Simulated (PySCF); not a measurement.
NMR data simulated for an unnamed compound:

¹H NMR (400 MHz, computed): δ 4.95 (m, 1H), 3.58 (m, 1H), 1.44 (m, 1H), 1.20 (m, 1H), 1.15 (m, 1H), 0.89 (m, 1H).

¹³C{¹H} NMR (computed): δ 78.0 (CH), 42.3 (CH), 21.5 (CH2), 21.4 (C), 16.6 (CH2).

Gas phase, one computed conformer, non-relativistic. Geometry: GFN2-xTB; PBE0/pcSseg-1 with gauge-including orbitals; PySCF 2.14.0 with density-fitted response routines.

Scale: ¹H (31.72 ppm), ¹³C (186.93 ppm) vs TMS (reference shieldings calculated alike).

Which of these does the molecule contain: a nitrile, a three-membered ring, a CF3 group, a vinyl group CH=CH2?

Results:


- A nitrile: no.
- A three-membered ring: yes.
- A CF3 group: no.
- A vinyl group CH=CH2: no.

The data belong to `InChI=1S/C5H6ClF/c6-3-1-5(3)2-4(5)7/h3-4H,1-2H2/t3-,4-,5-/m1/s1`; they needn't prove each group on their own.

Carbon signals by region: 1 at 50–100 ppm, 4 below 50 ppm.

Carbons that carry Cl, above all several Cl atoms, come out too deshielded, partly because spin–orbit coupling is missing. Splittings by ¹⁹F in the carbon and heteronuclear signals aren't shown, as no couplings were computed. Shifts are as computed. Against solution values, carbons near 30 ppm lie about +3 ppm off and those near 130 ppm about +5 ppm; carbons on Cl a further +6 ppm. Of 1211 compounds with measured shifts, 218 miss one by over three times the rms of a fit or turn the order of signals round; such compounds aren't used in these exercises. Multiplicities follow the n + 1 count of equivalent neighbours, as no J values were calculated; m marks all less simple cases, F and P coupling included.
